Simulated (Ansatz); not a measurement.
Basis-set extrapolation for `C[NH][Al]([OH])[F]` (PBE0-D4/def2-TZVP geometry, frozen core, Ansatz). Multiplicity 1, RHF reference.

|  | def2-TZVPP | def2-QZVPP |
| --- | --- | --- |
| HF | -511.752118 | -511.773232 |
| MP2 correlation | -0.955197 | -1.032308 |
| CCSD(T) correlation | -1.010176 | not run |

Energies in hartree. Use E(X) = E(∞) + A·exp(−7.88·√X) for Hartree–Fock and E(X) = E(∞) + B·X^(−2.97) for correlation, with X = 3 and 4, and add CCSD(T) minus MP2 of the smaller set to the MP2 limit.

Task: What is the CCSD(T) energy at the basis-set limit?

Result: HF limit: -511.773232 + (-0.021114) × 0.13774 = -511.77614. MP2 limit: -1.032308 + (-0.077111) × 0.74074 = -1.08943. Higher-order term: -1.010176 − (-0.955197) = -0.05498. Total: -512.92055 hartree, 4.31 eV below CCSD(T)/def2-TZVPP.
